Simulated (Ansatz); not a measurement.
BrGaH5NSi (`[GaH2][NH][SiH2]Br`). Total charge 0; spin multiplicity 1. Geometry: relaxed with PBE0-D4/def2-TZVP. It is one conformer, not always the lowest.

```xyz
9

Ga   -1.741   -0.616    0.028
N    -0.321    0.535    0.271
Si    1.279    0.334   -0.280
Br    2.652   -0.437    1.311
H    -1.467   -1.852   -0.879
H    -3.072   -0.217    0.736
H    -0.490    1.317    0.888
H     1.276   -0.676   -1.361
H     1.884    1.614   -0.715
```

Question: What is the dipole moment at ωB97M-V/def2-TZVPP? (Estimate.)

Answer: Ansatz gave: 2.35 D, with components (-2.13, 0.84, -0.50) D in this frame, pointing from negative to positive charge.

Question: And with PBE, r2SCAN, B3LYP? (An estimate is asked.)

Answer: Ansatz gave: PBE 2.14 D, r2SCAN 2.24 D, B3LYP 2.26 D.

Question: Give the Mulliken charges with ωB97M-V, PBE, r2SCAN in def2-TZVPP. (Best estimate.)

Answer: The calculation gave: 
| atom | ωB97M-V | PBE | r2SCAN |
| --- | --- | --- | --- |
| Ga1 | 0.20 | 0.16 | 0.26 |
| N2 | -0.36 | -0.27 | -0.39 |
| Si3 | 0.35 | 0.36 | 0.48 |
| Br4 | -0.24 | -0.24 | -0.26 |
| H5 | -0.01 | -0.02 | -0.04 |
| H6 | -0.01 | -0.03 | -0.05 |
| H7 | 0.11 | 0.14 | 0.14 |
| H8 | -0.01 | -0.05 | -0.06 |
| H9 | -0.02 | -0.05 | -0.08 |

B3LYP here is the variant with VWN-RPA as its local correlation; programs differ in this.
